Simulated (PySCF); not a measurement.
**Structure from 2D NMR**

Compound of formula C$_{3}$H$_{13}$PSi$_{3}$. Correlations simulated from computed shifts and the bond graph:

HSQC (one-bond C–H):
```
   δH    δC
 0.03  -3.9
-0.15  -7.2
-0.17  -3.9
-0.21  -7.2
```

COSY cross peaks (H two or three bonds apart, from the bond graph; peaks can be absent where the dihedral angle is near 90°):
```
   δH     δH
 5.28   1.41
 5.28   0.03
 5.28  -0.17
 4.46   4.41
 4.46   0.03
 4.46  -0.15
 4.46  -0.17
 4.46  -0.21
 4.41   0.03
 4.41  -0.15
 4.41  -0.17
 4.41  -0.21
 0.03  -0.17
-0.15  -0.21
```

HMBC (two and three bonds, from the bond graph):
```
   δH          δC
 5.28        -3.9
 4.46  -3.9, -7.2
 4.41  -3.9, -7.2
 1.41        -3.9
 0.03  -3.9, -7.2
-0.15        -3.9
-0.17  -3.9, -7.2
-0.21        -3.9
```

- structure optimised with PBE0-D3(BJ)/def2-SVP
- B3LYP/pcSseg-1 with gauge-including orbitals
- run in PySCF 2.14.0 with density-fitted response routines
- one averaged value for each set of equivalent atoms, relativity neglected, one conformer, gas phase

References, each an isolated molecule treated in the same way: $^{1}$H (σ = 31.38 ppm) and $^{13}$C (σ = 179.24 ppm) vs TMS.

Exchangeable hydrogens are left out of these lists.

Work out the connectivity.

## Answers

SMILES P[SiH]1C[SiH2]C[SiH2]C1.

Mapped SMILES: `[PH2:1][SiH:2]1[CH2:3][SiH2:4][CH2:5][SiH2:6][CH2:7]1` (H(Xn): hydrogen on atom n). Ha(C3), Ha(Si4), Ha(C5), Ha(Si6), Ha(C7) are cis to P1 on the ring; Hb(C3), Hb(Si4), Hb(C5), Hb(Si6), Hb(C7) are trans to P1 on the ring.

- δC -3.9 is C3/C7, an sp3 CH2 bonded to 2 Si (δH -0.17, 0.03).
- δC -7.2 is C5, an sp3 CH2 bonded to 2 Si (δH -0.21, -0.15).
- COSY links 5.28–1.41, 5.28–0.03, 5.28–-0.17, 4.46–4.41, 4.46–0.03, 4.46–-0.15.

This is the structure that produced the data.

Shifts are as computed. Against solution values, carbons near 30 ppm lie about +2 ppm off and those near 130 ppm about +6 ppm. Of 1309 compounds with measured shifts, 239 miss one by over three times the rms of a fit or turn the order of signals round; such compounds aren't used in these exercises.
